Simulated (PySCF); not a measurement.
Ga2H4, SMILES [GaH2][GaH2].

The structure is a stationary point at PBE0-D3(BJ)/def2-TZVP.

Two levels are set side by side: PBE/def2-TZVPD (PySCF) and B3LYP/def2-TZVPD (PySCF). Same geometry, gas phase. Differences are taken from unrounded values.

```csv
quantity,B3LYP
orbital gap (eV),4.62
highest occupied level (eV),-6.87
lowest empty level (eV),-2.25
mean polarisability (bohr³),70.3
```

Problem. What does PBE give, and how far is it from B3LYP? (Estimate from the structure and the level; the computed values follow.)

Solution. 
```
quantity                       PBE  PBE minus B3LYP
---------------------------  -----  ---------------
orbital gap (eV)              3.27            -1.35
highest occupied level (eV)  -6.05             0.82
lowest empty level (eV)      -2.77            -0.53
mean polarisability (bohr³)   73.0              2.7
```

PBE's occupied levels lie high since its potential decays too fast outside the molecule; exact exchange lowers them and widens the gap. Loosely held outer electrons make PBE densities more polarisable. Differences between two approximate levels are no errors against the true value.

Rough cost on one machine, each run with all the roots and properties that it gave: B3LYP against PBE within a factor of 2.
